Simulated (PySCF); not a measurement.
Compound: C3H7BS.
Bonds: C1–C2 (double), C2–B3, B3–S4, S4–C5. Hydrogens: H6, H7 on C1; H8 on C2; H9 on B3; H10, H11, H12 on C5.

The calculation used PBE0-D3(BJ)/def2-SVP geometry optimisation, gas phase (PySCF).

Task: List the bond lengths, angles and torsions at this level.

Result: 
| bond | length (Å) | order |
| --- | --- | --- |
| C1=C2 | 1.344 | double |
| C2–B3 | 1.546 | single |
| B3–S4 | 1.775 | single |
| S4–C5 | 1.815 | single |
| C1–H6 | 1.096 | single |
| C1–H7 | 1.096 | single |
| C2–H8 | 1.098 | single |
| B3–H9 | 1.210 | single |
| C5–H10, C5–H11, C5–H12 | 1.098 | single |

Bonds in one row agree within 0.01 Å and their mean is given. Orders are formal, as drawn. A selection of angles:
| angle | degrees |
| --- | --- |
| C2–C1–H6 | 122.7 |
| C2–C1–H7 | 120.9 |
| H6–C1–H7 | 116.3 |
| C1–C2–B3 | 121.2 |
| C1–C2–H8 | 118.0 |
| B3–C2–H8 | 120.8 |
| C2–B3–S4 | 119.3 |
| C2–B3–H9 | 121.2 |
| S4–B3–H9 | 119.5 |
| B3–S4–C5 | 104.5 |
| S4–C5–H10 | 110.5 |
| S4–C5–H11 | 107.6 |
| H10–C5–H11 | 109.1 |

Dihedral angles: C1–C2–B3–S4 179° (antiperiplanar); C2–B3–S4–C5 180° (antiperiplanar). The mirror-image conformer, all signs reversed, is as good.

B3 (three-coordinate boron) is planar (angles 121.2°, 119.5° and 119.3°, sum 360.0°, 0.00 Å off the plane of its three neighbours). The 5 heavy atoms lie in one plane (0.005 Å rms).

Point group: near Cs, missed by 0.15 Å at most; the miss may be what the optimiser left on a soft mode. No frequency check. One conformer, not necessarily the lowest.

The run took 26 s on Arm Neoverse V1, one thread, no GPU, shared host with 32 logical CPUs at a one-minute load of 40, and the process peaked at 0.44 GiB of memory. These figures are those of the optimisation.
